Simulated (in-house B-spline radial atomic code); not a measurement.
Computed with a B-spline radial atomic code. Model: two electrons, singlet ground state, non-relativistic, full CI in B-splines with partial waves to l = 8 (at full coupling up to 3e-4 hartree above the limit, correlation up to 0.6 % small), density held at that of full coupling by Lieb maximisation.

Along the adiabatic connection the electron repulsion is scaled by a coupling λ while a local potential keeps the density fixed. At λ = 0 the system is the Kohn-Sham one and W equals the exchange energy; the exchange-correlation energy is the area under W between 0 and 1. The kinetic energy rises with λ as the electrons avoid each other, with dT/dλ = −λ dW/dλ.

Command:
```bash
python run_ac.py task.json out
```
Settings (lengths in bohr, energies in hartree):
```
potential              ball
strength               1
lmax                   8
wall_radius            60
```

Run time, properties included: 6 s on 1 thread of Intel(R) Xeon(R) Processor @ 2.30GHz (shared host).

**W = mean repulsion less Hartree energy, and W of three functionals.**

Given: confinement empty hard sphere; hard wall radius 60 bohr; external potential zero inside.

Computed: PBE exchange minus exact -1.8608 millihartree; SCAN exchange minus exact -2.4559 millihartree.

| coupling | W xc (hartree) | W xc minus exchange (millihartree) | kinetic minus Kohn-Sham (millihartree) | LDA (PW92) W minus its exchange (millihartree) | PBE W minus its exchange (millihartree) | SCAN W minus its exchange (millihartree) |
| --- | --- | --- | --- | --- | --- | --- |
| 0 | -0.022837 | 0 | 0 | 0 | 0 | 0 |
| 0.02 | -0.025626 | -2.789 | 0.03 | -4.14 | -2.5 | -1.57 |
| 0.05 | -0.027758 | -4.921 | 0.1 | -6.72 | -4.48 | -3.18 |
| 0.12 | -0.029612 | -6.774 | 0.24 | -9.65 | -6.91 | -5.34 |
| 0.25 | -0.03066 | -7.823 | 0.42 | -12.06 | -9 | -7.12 |
| 0.4 | -0.031138 | -8.301 | 0.57 | -13.45 | -10.24 | -8 |
| 0.6 | -0.031465 | -8.628 | 0.73 | -14.53 | -11.21 | -8.57 |
| 0.8 | -0.03166 | -8.823 | 0.87 | -15.22 | -11.84 | -8.87 |
| 1 | -0.031794 | -8.957 | 0.99 | -15.71 | -12.29 | -9.06 |
| 1.4 | -0.031972 | -9.134 | 1.2 | -16.39 | -12.91 | -9.27 |
| 2 | -0.032133 | -9.296 | 1.47 | -17.02 | -13.49 | -9.43 |
| 3 | -0.03229 | -9.453 | 1.85 | -17.64 | -14.06 | -9.56 |
| 4.5 | ? | ? | ? | ? | ? | ? |
| 7 | ? | ? | ? | ? | ? | ? |
| 10 | -0.032637 | -9.8 | 3.79 | -18.95 | -15.27 | -9.76 |

(1) What belongs in the row 4.5?

(2) What belongs in the row 7?

(3) What is the LDA exchange minus exact?

**Energy parts, natural occupations and partial-wave weights.**

Computed: total energy 0.0196 hartree; exchange energy -0.022837 hartree; correlation energy -0.0079692 hartree; kinetic part over minus potential part 0.11027; Hartree energy 0.045674 hartree; Lieb Oxford ratio E_xc over LDA exchange 1.414.

```tsv
natural	occupation of the shell (electrons)
s	0.96447
p	0.89876
d	0.13081
f	?
s	0.0020207
p	0.00072345
```

(4) What belongs in the row f?

```
wave      weight
   s     0.48325
   p           ?
   d    0.065412
   f   0.0015965
   g  2.3155e-06
```

(5) What belongs in the row p?

(6) What is the Kohn-Sham kinetic?

(7) What is the kinetic part of the DFT correlation energy?

Results:

(1) W xc (hartree): -0.032424; W xc minus exchange (millihartree): -9.587; kinetic minus Kohn-Sham (millihartree): 2.35; LDA (PW92) W minus its exchange (millihartree): -18.16; PBE W minus its exchange (millihartree): -14.54; SCAN W minus its exchange (millihartree): -9.65.

(2) W xc (hartree): -0.032549; W xc minus exchange (millihartree): -9.712; kinetic minus Kohn-Sham (millihartree): 3.05; LDA (PW92) W minus its exchange (millihartree): -18.63; PBE W minus its exchange (millihartree): -14.98; SCAN W minus its exchange (millihartree): -9.72.

(3) 1.0509 millihartree.

(4) occupation of the shell (electrons): 0.003193.

(5) weight: 0.44974.

(6) 0.0047636 hartree.

(7) 0.00098772 hartree.

Half-way to full coupling W has made 95 % of its drop, against 50 % for a straight line, and second-order (GL2) theory, half the initial slope, overshoots the correlation energy by about 947 %: correlation is strong. Over couplings 0 to 1 the errors in E_xc come to about -4.0 millihartree for LDA, -3.8 millihartree for PBE, -2.1 millihartree for SCAN, so SCAN is nearest. In LDA and SCAN the errors of exchange and correlation have opposite signs, so the sum is smaller than the larger of the two.
